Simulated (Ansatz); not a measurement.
The same path of BF3 + H2 (6 atoms, charge 0, multiplicity 1) was run twice with different band settings. Lost on the way: B1–F2, H5–H6. Made: B1–H5, F2–H6.

These are results of RKS PBE0/def2-SVP (Ansatz), not measurements.

Relaxed end points:

```xyz
6
Properties=species:S:1:pos:R:3
B -0.010 0.435 0.017
F -0.016 0.811 1.273
F 1.128 0.288 -0.618
F -1.141 0.227 -0.611
H 0.085 -2.313 0.696
H 0.065 -1.975 1.377
```

```xyz
6
Properties=species:S:1:pos:R:3
B -0.130 -0.593 -0.366
F -0.159 -0.327 1.911
F 1.124 -0.151 -0.292
F -1.061 0.294 -0.637
H -0.362 -1.770 -0.360
H 0.699 0.021 1.878
```

Common settings: movable images 7; climbing image yes; optimiser quadratic models (default); start path through a guess of the saddle point; force threshold 0.05 eV/Å; iteration limit 60; end points relaxed.

| run | spring |
| --- | --- |
| 1 | 5.0 eV/Å² |
| 2 | 20.0 eV/Å² |

Problem. What does each run give, and how far can it be trusted?

Solution. Run 1: converged after 14 iterations, highest image 1.904 eV above the first end. Neighbouring images differ by up to 1.4 eV, so the band resolves the path poorly. A vibrational analysis at the climbing image gives one clearly imaginary mode, 1169i cm⁻¹: a first-order saddle point.
Run 2: converged after 14 iterations, highest image 1.904 eV above the first end. Another band between the same ends (7 images) ends at a top of the same energy, where a vibrational analysis finds 1 clearly imaginary mode.
The orbitals stay closed-shell, which can raise the energy where a bond breaks towards radicals; this wasn't checked here.
